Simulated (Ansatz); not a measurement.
System: sum formula HSiO (charge -1, singlet). It need not be the lowest isomer of its formula. Whether it binds its extra electron was not tested at this geometry. 
Geometry from a B3LYP-D3(BJ)/def2-TZVP (Ansatz, an electronic-structure program) optimisation:
```xyz
3

Si    -0.0850    -0.5229     0.0236
O     -0.0355     1.0435    -0.0421
H      1.4737    -1.0276     0.0065
```
Charge -1, spin multiplicity 1.

Total electronic energies in hartree. Valence correlation only, unless marked. No spin-orbit coupling. No relativistic terms. CBS(X,Y): correlation extrapolated as X^-3; Hartree-Fock from the larger set.

The Hartree-Fock reference is unstable (checked in the largest basis), which strains HF and MP2. 

```csv
level,program,energy (Eh)
HF/STO-3G,Ansatz,-359.73315
HF/cc-pV(T+d)Z,Ansatz,-364.40425
HF/cc-pV(Q+d)Z,Ansatz,-364.41894
RI-HF/aug-cc-pV(T+d)Z,Ansatz,-364.41483
BLYP-D4/def2-TZVPD,Ansatz + dftd4,-365.38486
B3LYP-D3(BJ)/def2-TZVPD,Ansatz + dftd3,-365.40822
PBE0-D4/def2-TZVP,Ansatz + dftd4,-365.16684
MP2/def2-QZVPPD,Ansatz,-364.81915
RI-MP2/def2-QZVPPD,Ansatz,-364.81899
SCS-MP2/cc-pV(D+d)Z,Ansatz,-364.63682
"CCSD/CBS(aug-cc-pV(T+d)Z,aug-cc-pV(Q+d)Z)",Ansatz,-364.8412
CCSD(T)/STO-3G,Ansatz,-359.85976
CCSD(T)/def2-SVPD,Ansatz,-364.54739
CCSD(T)/def2-TZVPPD,Ansatz,-364.80784
"CCSD(T)/CBS(aug-cc-pV(T+d)Z,aug-cc-pV(Q+d)Z)",Ansatz,-364.8627
```

Totals of different functionals don't rank their quality; only differences between species are comparable.
